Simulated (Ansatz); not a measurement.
Basis-set extrapolation for `O=C=N[SiH2]F` (PBE0-D4/def2-TZVP geometry, frozen core, Ansatz 0.2.0). Multiplicity 1, RHF reference.

|  | def2-TZVPP | def2-QZVPP |
| --- | --- | --- |
| HF | -556.967563 | -556.989145 |
| MP2 correlation | -0.929250 | -1.004715 |
| CCSD(T) correlation | -0.976605 | not run |

Energies in hartree. Use E(X) = E(∞) + A·exp(−7.88·√X) for Hartree–Fock and E(X) = E(∞) + B·X^(−2.97) for correlation, with X = 3 and 4, and add CCSD(T) minus MP2 of the smaller set to the MP2 limit.

Task: What is the CCSD(T) energy at the basis-set limit?

Result: HF limit: -556.989145 + (-0.021582) × 0.13774 = -556.99212. MP2 limit: -1.004715 + (-0.075465) × 0.74074 = -1.06061. Higher-order term: -0.976605 − (-0.929250) = -0.04735. Total: -558.10008 hartree, 409.3 kJ/mol below CCSD(T)/def2-TZVPP.
